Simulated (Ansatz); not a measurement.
Consider the ligand exchange at a Ge–C bond: `[AlH2][CH]([AlH2])[GeH3]` + `[OH][GeH3]` → `[GeH3][O][GeH3]` + `[AlH2][CH2][AlH2]`.

Gas-phase electronic energies from Ansatz, PBE0-D4/def2-TZVP geometries. CCSD(T)/CBS adds triple-zeta CCSD(T) − MP2 to the extrapolated MP2 energy (def2 sets, frozen cores). Functionals use def2-TZVPP. B3LYP here is the variant with VWN-RPA as its local correlation; programs differ in this. HSE06 is defined as in plane-wave codes. For Ge outer-core shells are correlated without core-valence functions, which leaves a few kJ/mol of doubt a bond. Scalar relativity is left out up to krypton.

`[AlH2][CH]([AlH2])[GeH3]`:

Z-matrix (Å, degrees):
```
C
Al 1 1.935
Ge 1 1.965 2 108.7
Al 1 1.935 2 116.5 3 123.1
H 1 1.098 2 106.6 3 -118.2
H 2 1.588 1 119.6 3 -46.2
H 2 1.587 1 119.7 3 134.0
H 3 1.544 1 111.1 2 -176.0
H 3 1.544 1 111.1 2 -56.4
H 3 1.537 1 109.6 2 63.8
H 4 1.587 1 119.6 2 -76.7
H 4 1.587 1 119.7 2 103.1
```

`[OH][GeH3]`:

Cartesian coordinates in Å:
```
O -1.163 0.726 0.043
Ge 0.435 -0.064 0.027
H -1.879 0.116 -0.147
H 1.418 1.065 0.347
H 0.706 -0.670 -1.364
H 0.483 -1.174 1.094
```

`[GeH3][O][GeH3]`:

Cartesian coordinates in Å:
```
Ge 0.742 -1.324 -0.476
O 0.533 0.437 -0.467
Ge -0.680 1.375 0.422
H 1.030 -1.809 0.958
H 1.930 -1.597 -1.406
H -0.546 -1.986 -1.006
H -0.408 2.843 0.073
H -0.513 1.119 1.933
H -2.089 0.943 -0.031
```

`[AlH2][CH2][AlH2]`:

```xyz
9

Al   -0.609   -1.232   -0.979
C     0.384   -0.387    0.452
Al    0.302    1.541    0.618
H    -2.115   -1.680   -0.746
H     0.071   -1.451   -2.399
H     0.010   -0.807    1.394
H     1.440   -0.653    0.312
H    -0.832    2.216    1.502
H     1.349    2.452   -0.154
```

| level | ΔE (kJ/mol) | difference from CCSD(T)/CBS |
| --- | --- | --- |
| LDA (SPW92) | -18.6 | 3.8 |
| PBE-D4 | -21.6 | 0.8 |
| revPBE-D4 | -22.5 | -0.1 |
| BLYP-D4 | -33.7 | -11.3 |
| r2SCAN-D4 | -28.1 | -5.7 |
| B97M-V | -36.7 | -14.3 |
| PBE0-D4 | -21.4 | 1.0 |
| B3LYP-D4 | -32.9 | -10.5 |
| r2SCANh-D4 | -27.3 | -4.9 |
| r2SCAN0-D4 | -26.2 | -3.8 |
| HSE06-D4 | -21.4 | 1.0 |
| BHLYP-D4 | -34.2 | -11.8 |
| CAM-B3LYP-D4 | -36.3 | -13.9 |
| ωB97X-V | -31.1 | -8.7 |
| ωB97M-V | -27.9 | -5.5 |
| B2PLYP | -35.2 | -12.8 |
| PBE-QIDH | -24.4 | -2.0 |
| PBE | -25.0 | -2.6 |
| revPBE | -27.7 | -5.3 |
| BLYP | -40.3 | -17.9 |
| r2SCAN | -29.0 | -6.6 |
| PBE0 | -24.5 | -2.1 |
| B3LYP | -38.5 | -16.1 |
| r2SCAN0 | -27.3 | -4.9 |
| HSE06 | -24.4 | -2.0 |
| BHLYP | -40.3 | -17.9 |
| CAM-B3LYP | -39.6 | -17.2 |
| LC-ωPBE | -27.6 | -5.2 |
| RPA@PBE/def2-TZVPP | -27.0 | -4.6 |
| HF/def2-SVP | -50.5 | -28.1 |
| MP2/def2-SVP | -36.0 | -13.6 |
| CCSD(T)/def2-SVP | -36.0 | -13.6 |
| MP2/def2-TZVPP | -24.5 | -2.1 |
| SCS-MP2/def2-TZVPP | -31.0 | -8.6 |
| CCSD/def2-TZVPP | -28.4 | -6.0 |
| CCSD(T)/def2-TZVPP | -25.8 | -3.4 |
| HF/def2-QZVPP | -50.3 | -27.9 |
| MP2/def2-QZVPP | -23.1 | -0.7 |
| SCS-MP2/def2-QZVPP | -29.8 | -7.4 |
| MP2/CBS(def2) | -21.1 | 1.3 |
| CCSD(T)/CBS | -22.4 | 0 |

Largest T1 diagnostic among the species: 0.012.

In def2-TZVPP, CCSD(T) changes the Hartree–Fock value by +22.8 kJ/mol (the triples alone add +2.6 kJ/mol) and MP2 by +24.2 kJ/mol. At CCSD(T), def2-SVP lies −13.6 kJ/mol from the extrapolated value and def2-TZVPP −3.4 kJ/mol.
